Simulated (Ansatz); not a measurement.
The same molecule with X = F, Cl, Br. Ansatz, PBE0-D4/def2-TZVP geometries, multiplicity 1. Each molecule was computed in one conformer, which needn't be the lowest.

Elements past krypton have def2 core potentials. Scalar relativity is left out up to krypton.

```tsv
X	molecule	mean X–Sn bond length / Å	LUMO energy (PBE/def2-TZVPP) / eV	LUMO energy (B3LYP/def2-TZVPP) / eV	size of the dipole moment (ωB97M-V/def2-TZVPP) / D
Cl	`C[O][Sn][Cl]`	2.388	-3.11	-2.70	1.90
Br	`C[O][Sn][Br]`	2.546	-3.17	-2.76	1.98
```

**Question.** Give the row for X = F, `C[O][Sn][F]`. (An estimate is asked.)

**Answer.** The calculation gave: 
```
X       molecule  mean X–Sn bond length / Å  LUMO energy (PBE/def2-TZVPP) / eV  LUMO energy (B3LYP/def2-TZVPP) / eV  size of the dipole moment (ωB97M-V/def2-TZVPP) / D
F  `C[O][Sn][F]`                      1.952                              -2.92                                -2.52                                                1.84
```

From F to Br the mean X–Sn bond length rises at each step, by 0.594 Å in all; the LUMO energy (PBE/def2-TZVPP) falls at each step, by 0.25 eV in all; the LUMO energy (B3LYP/def2-TZVPP) falls at each step, by 0.24 eV in all. Bonds lengthen as the atom grows down the group. Dipoles are sizes alone, and their direction can turn along the series.

B3LYP here is the variant with VWN-RPA as its local correlation; programs differ in this.
